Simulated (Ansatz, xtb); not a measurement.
## CHGeO: which of two structures lies lower

Structure I: a doublet given by its coordinates. Structure II: a doublet given by its coordinates. Both are gas-phase species (loosely bound parts included), relaxed with PBE0-D3(BJ)/def2-SVP.

I (Å):

```yaml
atoms:
  - { symbol: C, position_ang: [-0.0440, 0.4279, -0.1368] }
  - { symbol: Ge, position_ang: [-0.7707, -0.8739, -1.3358] }
  - { symbol: O, position_ang: [1.0121, -0.2374, -0.1336] }
  - { symbol: H, position_ang: [-0.1367, 1.3615, 0.4581] }
```

Close contacts (Å): C1–Ge2 1.91, C1–O3 1.25, Ge2–O3 2.24, C1–H4 1.11.

II (Å):

```xyz
4

C    -3.0601    0.6012   -0.0445
Ge   -0.8501    0.5270    1.0612
O    -3.4036   -0.0698    0.8197
H    -0.6621   -0.8322    0.2390
```

Close contacts (Å): C1–Ge2 2.47, C1–O3 1.15, Ge2–H4 1.60.

Energies in hartree; the thermal terms are from PBE0-D3(BJ)/def2-SVP harmonic frequencies (ideal gas, rigid rotor, one conformer each, 298.15 K, 1 atm) and include the zero-point energy:

|  | I | II |
| --- | --- | --- |
| E, CCSD(T)/def2-TZVP | −2189.284973 | −2189.274370 |
| zero-point energy | 0.016958 | 0.011229 |
| H(298 K) − E | 0.021505 | 0.017161 |
| G(298 K) − E | −0.010220 | −0.018025 |

Task: Work out ΔE, ΔE₀, ΔH and ΔG for I → II in kcal/mol (1 Eh = 627.51 kcal/mol) and the equilibrium ratio [II]/[I].

Result: 1. ΔE = −2189.274370 − (−2189.284973) = +0.010603 Eh = +6.65 kcal/mol.
2. ΔE₀ = ΔE + ΔZPE = +0.010603 + (−0.005729) Eh = +3.06 kcal/mol.
3. ΔH = ΔE + (−0.004344) Eh = +3.93 kcal/mol.
4. ΔG = ΔE + (−0.007805) Eh = +1.76 kcal/mol, so ΔS = (ΔH − ΔG)/T = +30.5 J/(mol K).
5. kT = 0.9442 mEh, so K = [II]/[I] = exp(−ΔG/kT) = exp(−2.96) ≈ 0.052.

Structure I is favoured at this temperature. An error of 1 kcal/mol in ΔG would change K by a factor of 5.4. HF/def2-TZVP gave ΔE the other sign. Mirror images and further conformers aren't counted.

Other levels gave ΔE = +13.5 (PBE0-D3(BJ)/def2-SVP); −2.0 (HF/def2-TZVP); +5.0 (MP2/def2-TZVP) kcal/mol. Open shells are spin-unrestricted, with notable spin contamination. The correlated steps freeze 11 core orbitals; the filled d shell of Ge is correlated, in a basis made for valence electrons. Programs: Ansatz 0.2.0.
